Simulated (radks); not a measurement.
The numbers below are computed, except where a source is named.
All-electron atom: the tin ion Sn2+ in [Kr] 4d10 5s2. Code: a radial shooting solver on a logarithmic mesh with Libxc functionals. Model: Dirac Kohn-Sham, LB94 model potential, spin-unpolarised, spherical densities, finite nucleus; Fermi nuclear charge, rms radius 4.6519 fm.

Spin-orbit splittings of the eigenvalues, e(l+1/2) - e(l-1/2), with zeta = 2 splitting/(2l+1) and mean radii in bohr:

shell	occ.	splitting (eV)	zeta (eV)	<r> j=l-1/2	<r> j=l+1/2
2p	6	233.2	155.5	0.1055	0.1109
3p	6	42.34	28.23	0.3293	0.3405
3d	10	8.816	3.526	0.3114	0.3150
4p	6	7.685	5.124	0.8651	0.8962
4d	10	1.070	0.4282	1.080	1.094
